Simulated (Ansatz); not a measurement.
Species: C₃H₃N₂, charge 0, multiplicity 2. It need not be the lowest isomer of its formula. 
Geometry from a B3LYP-D3(BJ)/def2-TZVP (Ansatz, a first-principles code) optimisation:
```xyz
8

C      0.6219    -1.0198     0.0163
C      1.1975     0.2644     0.0410
C      0.0881     1.0874     0.0076
N     -1.0032     0.2843    -0.0322
N     -0.6694    -1.0346    -0.0267
H      2.2326     0.5490     0.0766
H      0.0029     2.1615     0.0094
H     -1.9721     0.5498    -0.0632
```
Charge 0, spin multiplicity 2.

Basis-set convergence of Hartree-Fock and MP2 correlation energies (hartree) with Ansatz. Correlated levels leave the core frozen unless marked. Open shells are spin-unrestricted. Spin-orbit coupling is left out. No relativistic terms.

The UHF reference is spin-contaminated (<S^2> 0.19 over the pure value in the largest basis). 

```csv
basis,functions,E(HF),"E(corr, MP2)"
cc-pVDZ,85,-224.16110,-0.67667
cc-pVTZ,192,-224.21852,-0.83076
cc-pVQZ,365,-224.23382,-0.88647
cc-pV5Z,620,-224.23747,-0.90838
```

Extrapolating the two largest sets (X = 4 and 5) as X^-3: E(corr) = (125·(-0.90838) - 64·(-0.88647))/61 = -0.9314 Eh, an estimate of the basis-set limit. The largest set recovers 97.5 % of it, the smallest 72.7 %.
